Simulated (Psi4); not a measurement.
Psi4 input (wB97X-D/6-311+G**):

```
memory 1500 MB

molecule {
0 2
C     2.44205183    0.52179049   -0.59620332
C     1.49964173   -0.07061435    0.46673631
C     0.14089565    0.51343107    0.40214243
C    -1.02527076   -0.25215002    0.04792754
O    -0.94619449   -1.45431377   -0.21376889
C    -2.35615197    0.47193234    0.00139444
H     2.52731750    1.60534129   -0.49278681
H     2.07478154    0.30490105   -1.59999263
H     3.44045445    0.09297813   -0.49873292
H     1.42650619   -1.15109698    0.34500935
H     1.92719462    0.12643151    1.45751216
H     0.02114102    1.57478152    0.59773704
H    -2.33219561    1.26930015   -0.74552112
H    -2.57679909    0.93772302    0.96475608
H    -3.14584370   -0.23218651   -0.24981462
symmetry c1
no_reorient
no_com
}

set {
  basis 6-311+G**
  reference uks
  scf_type df
  df_basis_scf def2-universal-jkfit
  dft_radial_points 99
  dft_spherical_points 590
  e_convergence 1e-8
  d_convergence 1e-7
  maxiter 150
}

e = energy('wb97x-d')
print_out(f'\nFINAL {e:.10f} DIPOLE {variable("CURRENT DIPOLE")[0]:.6f} {variable("CURRENT DIPOLE")[1]:.6f} {variable("CURRENT DIPOLE")[2]:.6f}\n')
```

Output:

```
   => Loading Basis Set <=

    Name: 6-311+G**
    Role: ORBITAL
    Keyword: BASIS
    atoms 1-4, 6 entry C          line   129 file 6-311pgss.gbs
    atoms 5      entry O          line   171 file 6-311pgss.gbs
    atoms 7-15   entry H          line    42 file 6-311pgss.gbs

   => WB97X-D: Empirical Dispersion <=

    Chai and Head-Gordon Dispersion Correction
    Chai, J.-D.; Head-Gordon, M. (2010), J. Chem. Phys., 132: 6615-6620

        s6 =       1.000000

         ---------------------------------------------------------
                                   SCF
               by Justin Turney, Rob Parrish, Andy Simmonett
                          and Daniel G. A. Smith
                              UKS Reference
         ---------------------------------------------------------

  ==> Geometry <==

    Molecular point group: c1
    Full point group: C1

    Geometry (in Angstrom), charge = 0, multiplicity = 2:

       Center              X                  Y                   Z               Mass
    ------------   -----------------  -----------------  -----------------  -----------------
         C            2.442051830000     0.521790490000    -0.596203320000    12.000000000000
         C            1.499641730000    -0.070614350000     0.466736310000    12.000000000000
         C            0.140895650000     0.513431070000     0.402142430000    12.000000000000
         C           -1.025270760000    -0.252150020000     0.047927540000    12.000000000000
         O           -0.946194490000    -1.454313770000    -0.213768890000    15.994914619570
         C           -2.356151970000     0.471932340000     0.001394440000    12.000000000000
         H            2.527317500000     1.605341290000    -0.492786810000     1.007825032230
         H            2.074781540000     0.304901050000    -1.599992630000     1.007825032230
         H            3.440454450000     0.092978130000    -0.498732920000     1.007825032230
         H            1.426506190000    -1.151096980000     0.345009350000     1.007825032230
         H            1.927194620000     0.126431510000     1.457512160000     1.007825032230
         H            0.021141020000     1.574781520000     0.597737040000     1.007825032230
         H           -2.332195610000     1.269300150000    -0.745521120000     1.007825032230
         H           -2.576799090000     0.937723020000     0.964756080000     1.007825032230
         H           -3.145843700000    -0.232186510000    -0.249814620000     1.007825032230

  Running in c1 symmetry.

  Rotational constants: A =      0.25539  B =      0.06414  C =      0.05684 [cm^-1]
  Rotational constants: A =   7656.53819  B =   1923.00263  C =   1704.05539 [MHz]
  Nuclear repulsion =  227.083407525564326

  Charge       = 0
  Multiplicity = 2
  Electrons    = 47
  Nalpha       = 24
  Nbeta        = 23

[...]
      45A      0.242868    46A      0.249685    47A      0.252664
      48A      0.269527    49A      0.273493    50A      0.290997
      51A      0.292918    52A      0.308088    53A      0.308642
      54A      0.312413    55A      0.338358    56A      0.346372
      57A      0.359941    58A      0.374078    59A      0.386813
      60A      0.404030    61A      0.423221    62A      0.469915
      63A      0.477867    64A      0.493347    65A      0.502584
      66A      0.521503    67A      0.542719    68A      0.549288
      69A      0.568545    70A      0.609063    71A      0.645233
      72A      0.653630    73A      0.674245    74A      0.691268
      75A      0.700183    76A      0.703524    77A      0.715987
      78A      0.724625    79A      0.737422    80A      0.750525
      81A      0.759866    82A      0.763169    83A      0.787814
      84A      0.811419    85A      0.823819    86A      0.833748
      87A      0.875457    88A      0.924129    89A      0.934628
      90A      0.975177    91A      1.027745    92A      1.052318
      93A      1.091880    94A      1.125741    95A      1.206244
      96A      1.263101    97A      1.281783    98A      1.295567
      99A      1.327754   100A      1.341989   101A      1.380115
     102A      1.409727   103A      1.518887   104A      1.529575
     105A      1.541115   106A      1.552228   107A      1.574161
     108A      1.577695   109A      1.618736   110A      1.624121
     111A      1.642374   112A      1.658157   113A      1.676501
     114A      1.686239   115A      1.705581   116A      1.736624
     117A      1.771360   118A      1.776588   119A      1.809679
     120A      1.828428   121A      1.845626   122A      1.883014
     123A      1.901751   124A      1.910187   125A      1.992185
     126A      2.038350   127A      2.064115   128A      2.083311
     129A      2.114828   130A      2.185655   131A      2.191073
     132A      2.223231   133A      2.275017   134A      2.317361
     135A      2.332882   136A      2.365611   137A      2.421755
     138A      2.455708   139A      2.536066   140A      2.549997
     141A      2.561948   142A      2.588321   143A      2.601722
     144A      2.638066   145A      2.648499   146A      2.659026
     147A      2.674238   148A      2.690190   149A      2.706959
     150A      2.722554   151A      2.741604   152A      2.809357
     153A      2.817661   154A      2.843796   155A      2.895675
     156A      2.935837   157A      2.952186   158A      2.984170
     159A      3.009216   160A      3.050641   161A      3.083689
     162A      3.152477   163A      3.243117   164A      3.342759
     165A      3.441398   166A      3.476651   167A      3.606478
     168A      3.759770   169A      3.879700   170A      3.900730
     171A      3.904877   172A      3.955544   173A      3.963958
     174A      4.097817   175A      4.276379   176A      4.311440
     177A      4.449943   178A      5.184207   179A      5.342207
     180A      5.847297   181A     23.899611   182A     24.013803
     183A     24.042450   184A     24.104293   185A     24.119576
     186A     50.140039

    Final Occupation by Irrep:
              A
    DOCC [    23 ]
    SOCC [     1 ]
    NA   [    24 ]
    NB   [    23 ]

  @DF-UKS Final Energy:  -271.11861662935576

   => Energetics <=

    Nuclear Repulsion Energy =            227.0834075255643256
    One-Electron Energy =                -815.7923274640587579
    Two-Electron Energy =                 344.3546750720799992
    DFT Exchange-Correlation Energy =     -26.7581372577679417
    Empirical Dispersion Energy =          -0.0062345051733315
    VV10 Nonlocal Energy =                  0.0000000000000000
    Total Energy =                       -271.1186166293556994

  UHF NO Occupations:
  HONO-2 :   22  A 1.9991948
  HONO-1 :   23  A 1.9940309
  HONO-0 :   24  A 1.0000000
  LUNO+0 :   25  A 0.0059691
  LUNO+1 :   26  A 0.0008052
  LUNO+2 :   27  A 0.0002127
  LUNO+3 :   28  A 0.0001959

Computation Completed

Properties will be evaluated at   0.000000,   0.000000,   0.000000 [a0]

Properties computed using the SCF density matrix

 Multipole Moments:

 ------------------------------------------------------------------------------------
     Multipole            Electronic (a.u.)      Nuclear  (a.u.)        Total (a.u.)
 ------------------------------------------------------------------------------------

 L = 1.  Multiply by 2.5417464519 to convert [e a0] to [Debye]
 Dipole X            :          0.2877663           -0.0000002            0.2877661
 Dipole Y            :          1.2018947            0.0000004            1.2018951
 Dipole Z            :          0.2737736           -0.0000004            0.2737732
 Magnitude           :                                                    1.2658250

 ------------------------------------------------------------------------------------

FINAL -271.1186166294 DIPOLE 0.287766 1.201895 0.273773

*** Psi4 exiting successfully. Buy a developer a beer!
```

The geometry given is a B3LYP-D3(BJ)/def2-TZVP minimum.
